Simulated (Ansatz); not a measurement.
`C=C[SiH2]C=N`, relaxed with RKS PBE0-D4/def2-TZVP in Ansatz 0.2.0 from a PBE-D4/def2-SVP geometry. The force threshold is 0.005 eV/Å; the program also tests the step.

Charge 0, multiplicity 1.

Start:

```xyz
12

C    -1.869    0.378   -1.408
C    -1.092   -0.272   -0.517
Si    0.779   -0.205   -0.508
C     1.402    0.029    1.282
N     0.562   -0.100    2.247
H    -1.442    1.004   -2.212
H    -2.971    0.320   -1.373
H    -1.574   -0.866    0.282
H     1.398   -1.486   -1.020
H     1.281    0.916   -1.383
H     2.490    0.251    1.446
H     1.036    0.030    3.163
```

(1) By how much does the energy fall, and how many steps does the optimiser take? (Estimate.)

(2) Which bonds change most? (Best estimate.)

(3) Give the relaxed structure. (Best estimate.)

## Answers

(1) The calculation gave: 6.60 kJ/mol, in 10 steps.

(2) Computed: C4–H11 from 1.122 to 1.102 Å; C2–Si3 from 1.872 to 1.852 Å; Si3–H9 from 1.511 to 1.491 Å; C1–C2 from 1.348 to 1.330 Å.

(3) Ansatz gave: 
```xyz
12

C    -1.834    0.406   -1.352
C    -1.091   -0.342   -0.541
Si    0.758   -0.245   -0.504
C     1.385    0.036    1.258
N     0.565   -0.012    2.227
H    -1.391    1.120   -2.040
H    -2.919    0.343   -1.364
H    -1.590   -1.031    0.137
H     1.397   -1.503   -0.986
H     1.228    0.868   -1.375
H     2.460    0.219    1.415
H     1.033    0.140    3.124
```
